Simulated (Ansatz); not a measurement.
Two isomers of CH5FGeOSi: A = `[OH][Ge]1([F])[CH2][SiH2]1`, B = `F[C@H]1O[Si@H]1[GeH3]`.

Gas-phase electronic energies from Ansatz, PBE0-D4/def2-TZVP geometries. CCSD(T)/CBS is the MP2 limit (def2-TZVPP, def2-QZVPP) plus CCSD(T) − MP2 in def2-TZVPP, frozen cores. Functionals use def2-TZVPP. B3LYP here is the variant with VWN-RPA as its local correlation; programs differ in this. For Ge outer-core shells are correlated without core-valence functions, which leaves a few kJ/mol of doubt a bond. Scalar relativity is left out up to krypton. One conformer a species, not always the lowest.

(1) Which is lower in electronic energy at CCSD(T)/CBS, and by how much? (An estimate is asked.)

(2) Give E(B) − E(A) in kJ/mol with B3LYP-D4, HF/def2-TZVPP, r2SCAN-D4, B3LYP, CCSD(T)/def2-TZVPP, MP2/def2-TZVPP, B2PLYP. (Best estimate.)

Largest T1 diagnostic: 0.014.

## Answers

(1) The calculation gave: A, by 142.5 kJ/mol.

(2) Computed: B3LYP-D4 125.8, HF/def2-TZVPP 135.0, r2SCAN-D4 128.0, B3LYP 124.4, CCSD(T)/def2-TZVPP 139.7, MP2/def2-TZVPP 154.5, B2PLYP 136.1. None reverses the order clearly.

In def2-TZVPP, CCSD(T) changes the Hartree–Fock value by +4.7 kJ/mol (the triples alone add +0.3 kJ/mol) and MP2 by +19.5 kJ/mol. From PBE to PBE0 (25 % exact exchange), in def2-TZVPP and without D4, E(B) − E(A) moves by +7.0 kJ/mol.
